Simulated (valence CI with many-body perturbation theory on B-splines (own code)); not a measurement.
From CI to CI+MBPT in Tl LI

Computed by configuration interaction combined with many-body perturbation theory (CI+MBPT): three valence electrons over a frozen Dirac-Fock core [Ar] 3d10, radial functions for each j: 11 s, 11 p, 9 d, 7 f, 5 g, 2 h, 1 i, with the one-electron correlation potential Σ1 (screened to all orders), the two-electron term Σ2, the three-electron term Σ3, Breit, model QED; selected single and double excitations, second order for the rest (own B-spline code, finite nucleus).

No measured spectrum was set against this ion. As an estimate, large intervals hold to a few tenths of a per cent, small ones and those within an open d or f shell to about a per cent.

Each rung adds one term. CI alone is the Dirac-Coulomb CI over the frozen core; QED comes last and gives the full result, which names the levels. Energies are above (4s^2 4p1/2) J=1/2 on the same rung, in eV.

Levels are named by their leading jj configuration (3d3/2^4 stands for four electrons in 3d with j = 3/2), which in mixed levels can hold well under half, so a name can repeat and another be missing. Letters in brackets count levels of one name in rising energy.

```
                     Level  CI alone
        (4s 4p1/2^2) J=1/2    115.80
        (4s^2 4p3/2) J=3/2    160.31
(4s 4p1/2 4p3/2) J=3/2 [a]    260.03
    (4s 4p1/2 4p3/2) J=5/2    270.18
(4s 4p1/2 4p3/2) J=3/2 [b]    284.18
    (4s 4p1/2 4p3/2) J=1/2    286.94
        (4s^2 4d3/2) J=3/2    348.87
        (4s^2 4d5/2) J=5/2    380.09
     (4p1/2^2 4p3/2) J=3/2    399.88
        (4s 4p3/2^2) J=5/2    428.21
(4s 4p1/2 4d3/2) J=3/2 [a]    438.93
        (4s 4p3/2^2) J=1/2    446.62
    (4s 4p1/2 4d3/2) J=5/2    447.96
        (4s 4p3/2^2) J=3/2    451.06
    (4s 4p1/2 4d3/2) J=1/2    463.54
(4s 4p1/2 4d3/2) J=3/2 [b]    465.43
```

Q: What do these energies become with core correlation, Breit and QED?

A: (4s 4p1/2^2) J=1/2 115.36 (-0.444); (4s^2 4p3/2) J=3/2 159.17 (-1.143); (4s 4p1/2 4p3/2) J=3/2 [a] 258.93 (-1.097); (4s 4p1/2 4p3/2) J=5/2 268.69 (-1.496); (4s 4p1/2 4p3/2) J=3/2 [b] 282.19 (-1.988); (4s 4p1/2 4p3/2) J=1/2 284.57 (-2.365); (4s^2 4d3/2) J=3/2 345.71 (-3.162); (4s^2 4d5/2) J=5/2 376.78 (-3.312); (4p1/2^2 4p3/2) J=3/2 397.25 (-2.633); (4s 4p3/2^2) J=5/2 425.47 (-2.743); (4s 4p1/2 4d3/2) J=3/2 [a] 436.52 (-2.408); (4s 4p3/2^2) J=1/2 443.56 (-3.061); (4s 4p1/2 4d3/2) J=5/2 445.22 (-2.734); (4s 4p3/2^2) J=3/2 447.39 (-3.667); (4s 4p1/2 4d3/2) J=1/2 460.02 (-3.522); (4s 4p1/2 4d3/2) J=3/2 [b] 461.89 (-3.538).

Q: How does the ionisation energy move along the ladder, and which term matters most?

A: CI alone 2928.1, + Σ1 2930.1, + Σ2 2930.1, + Σ3 2930.1, + Breit 2926.0, + QED 2925.9 eV. The largest step is Breit, -4.1 eV. NIST lists 2925 ± 4 eV (theoretical).
